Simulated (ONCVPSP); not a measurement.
# What one change does to a pseudopotential (lanthanum (La), ONCV)

```
Element                 : lanthanum (La)
Generator               : ONCVPSP 4.0.1
Type                    : optimised norm-conserving Vanderbilt (ONCV)
Functional              : PBEsol
Relativity              : fully relativistic
Frozen core             : [Kr] 4d10
Valence charge          : 11
Reference configuration : 5s2 5p6 5d1 6s0.5 (charge +1.5)
Partial waves           : 5s+6s: rc 2.40 bohr, ncon 3, nbas 6, qcut 5.2 1/bohr, 3 projectors, debl 2.6 Ha; 5p: rc 2.25 bohr, ncon 5, nbas 8, qcut 5.8 1/bohr, 1 projector; 5d: rc 3.40 bohr, ncon 4, nbas 9, qcut 4.2 1/bohr, 2 projectors, debl 1.4 Ha; f scattering state at 0.47 Ha: rc 3.35 bohr, ncon 4, nbas 8, qcut 3.4 1/bohr, 2 projectors, debl 2.6 Ha
Local potential         : polynomial inside 1.80 bohr (lpopt 5, dvloc0 6 Ha)
Core correction         : none
```

Open shells are filled in proportion to 2j + 1.

In the f channel the program set the typed energies aside and used -0.492, 2.108 Ha (j = l + 1/2; the other j can differ).

Change: s: rc 3.1.

Cutoffs: the cutoffs (Ha) at which the residual kinetic energy of the hardest occupied pseudo-wave falls to 1 and 0.1 mHa per electron; they do not see the model core or the augmentation charge, which bear on the density cutoff. Errors are all-electron minus pseudo energies relative to the spin-unpolarised reference configuration.

Task: What does the change do?

Result: The potential gets neither clearly harder nor softer (13 Ha and 16 Ha → 13 Ha and 16 Ha); the p channel sets the loose cutoff, while the largest relative change is in s, which becomes softer; of the 4 tests that both files solve, the error grows in 2 and shrinks in 0 by more than 15 % and 0.3 meV (median size 0.6 → 1.6 meV); neither file shows a bound ghost.

```tsv
quantity	base	changed
cutoff, loose	13 Ha	13 Ha
cutoff, tight	16 Ha	16 Ha
loose cutoff by channel	s 8.9 Ha, p 13 Ha, d 5.7 Ha	s 6.3 Ha, p 13 Ha, d 5.7 Ha
bound ghosts	none	none
GHOST(+) flags under 300 eV	none	none
error for 5s2 5p6 5d1 6s2, meV [ΔE -10.80 eV]	-1.1	-2.5
error for 5s2 5p6 5d1 6s1, meV [ΔE -4.80 eV]	-0.2	-0.4
error for 5s2 5p6 5d1 6s0, meV [ΔE 6.05 eV]	-0.2	-0.6
error for 4f1 5s2 5p6 5d0 6s1, meV [ΔE -4.53 eV]	+1837	+1837
p3/2: phases at 2.29 bohr within 0.05 rad from the reference energy up to (Ha; the scan ends near 5)	0.9	0.9
p1/2: phases at 2.29 bohr within 0.05 rad from the reference energy up to (Ha; the scan ends near 5)	0.7	0.7
d5/2: phases at 3.46 bohr within 0.05 rad from the reference energy up to (Ha; the scan ends near 5)	3.0	3.0
d3/2: phases at 3.46 bohr within 0.05 rad from the reference energy up to (Ha; the scan ends near 5)	2.8	2.8
f7/2: phases at 3.40 bohr within 0.05 rad from the reference energy up to (Ha; the scan ends near 5)	n/a	n/a
f5/2: phases at 3.40 bohr within 0.05 rad from the reference energy up to (Ha; the scan ends near 5)	-0.5	-0.5
```

Base: The cutoffs count occupied waves only; projector 2 of the f channel, the hardest unoccupied one, needs 33 Ha at the loose tolerance. These tests converged, but a pseudo level misses the all-electron one widely, so the file describes the atom poorly there or has found another state: 4f1 5s2 5p6 5d0 6s1: 4f by 3.6 eV. Changed file: The cutoffs count occupied waves only; projector 2 of the f channel, the hardest unoccupied one, needs 33 Ha at the loose tolerance. These tests converged, but a pseudo level misses the all-electron one widely, so the file describes the atom poorly there or has found another state: 4f1 5s2 5p6 5d0 6s1: 4f by 3.6 eV.
